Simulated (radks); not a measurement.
Problem. Dipole-allowed excitations along the series with 36 electrons in [Kr]. Calculated with a radial shooting solver on a logarithmic mesh with Libxc functionals: scalar-relativistic Kohn-Sham, LDA (Slater exchange, VWN5 correlation), spin-unpolarised, spherical densities, finite nucleus; Fermi nuclear charge, rms radius of each element as measured or else 0.836 A^(1/3) + 0.57 fm. Time-dependent linear response with the Hartree and adiabatic LDA kernel, continuum included through the Sternheimer equations, no spin-orbit coupling, so fine structure and intercombination lines are absent. Lines are the poles of the dipole polarisability below minus the highest occupied eigenvalue, found on a grid refined at the orbital gaps; the lowest seven at most are given, and weak or close lines can be missed. The first line takes the name of the lowest orbital gap if no other gap lies below it; otherwise a line is named after a gap within 0.6 % of it, if that gap stands alone.

species  -e(HOMO) (eV)  lowest orbital gap (eV)  first line (eV)     f  static alpha (bohr^3)
La21+           687.22             4p-4d 103.98   127.87 (4p-4d)  3.85                 0.1976
Ce22+           739.81             4p-4d 108.54   133.23 (4p-4d)  3.78                 0.1785
Nd24+           850.50             4p-4d 117.89   144.15 (4p-4d)  3.64                 0.1470
Pm25+           908.59             4p-4d 122.68   149.73 (4p-4d)  3.58                 0.1340

Estimate the first line of Pr23+, its oscillator strength and the static polarisability.

Solution. 138.65 eV (4p-4d), f = 3.71, alpha = 0.1618 bohr^3.
